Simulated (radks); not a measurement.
All-electron atom: Sm55+ in [He] 2s2 2p3 (the NIST ground configuration). Calculated with a radial shooting solver on a logarithmic mesh with Libxc functionals: scalar-relativistic Kohn-Sham, exchange-only LDA, spin-polarised, spherical densities, point nucleus; open shells are filled with parallel spins first (spin-orbit coupling, left out, can overturn this in heavy ions).

Normalised radial functions P(r) = r R(r), r in bohr:

```
   r/bohr * 2s down, o 2p down (the largest magnitude, 3.39, reaches the edge; | marks zero, & curves that meet)
 0.001731                             o     *
  0.00229                             o      *
 0.003055                             |o      *
 0.004074                             |o        *
  0.00539                             |o          *
  0.00719                             | o          *
 0.009513                             |   o         *
  0.01269                             |     o       *
  0.01679                             |        o  *
  0.02239                             |      *     o
  0.02986                            *|                 o
  0.03951                   *         |                     o
   0.0527         *                   |                         o
  0.06973   *                         |                          o
    0.093   *                         |                       o
   0.1231         *                   |                o
   0.1641                  *          |        o
   0.2189                         *   |  o
   0.2896                            *|o
```

2s down: eigenvalue -12068.2 eV, 1 radial node at r = 0.0293 bohr, <r> = 0.0939 bohr, 90 % of the charge inside 0.144 bohr. 2p down (empty): eigenvalue -11344.8 eV, 0 radial nodes, <r> = 0.0820 bohr, 90 % of the charge inside 0.133 bohr.
